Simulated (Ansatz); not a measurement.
The molecule GaO, multiplicity 2 (the spin of the measured ground state). No spin–orbit coupling. Ga is treated without relativity. The T1 diagnostic near the minimum is 0.054, so single-reference values are doubtful.

D_e counts from the fitted minimum to each atom's lowest state at the same level, without counterpoise.

Correlated levels freeze the inner cores; with def2 sets outer-core shells near the valence are correlated too.

Programs: Ansatz (a program for electronic structure) with Gaussian orbitals. 

```json
[
 {"level": "r2SCAN/def2-TZVPP", "bond energy D_e (kJ/mol)": "435.5"},
 {"level": "B97M-V/def2-TZVPP", "bond energy D_e (kJ/mol)": "?"},
 {"level": "B3LYP/def2-TZVPP", "bond energy D_e (kJ/mol)": "409.5"},
 {"level": "CAM-B3LYP/def2-TZVPP", "bond energy D_e (kJ/mol)": "407.1"},
 {"level": "wB97X-V/def2-TZVPP", "bond energy D_e (kJ/mol)": "408.6"},
 {"level": "wB97M-V/def2-TZVPP", "bond energy D_e (kJ/mol)": "403.1"},
 {"level": "B2PLYP/def2-TZVPP", "bond energy D_e (kJ/mol)": "408.6"},
 {"level": "CCSD/def2-TZVPP", "bond energy D_e (kJ/mol)": "?"},
 {"level": "CCSD(T)/def2-TZVPP", "bond energy D_e (kJ/mol)": "398.2"}
]
```

### Question
Complete the blanks.

### Answer

- B97M-V/def2-TZVPP, bond energy D_e (kJ/mol): 423.4
- CCSD/def2-TZVPP, bond energy D_e (kJ/mol): 371.3

Doubts at one or more of the structures used: T1 above 0.05 (CCSD/def2-TZVPP, CCSD(T)/def2-TZVPP).
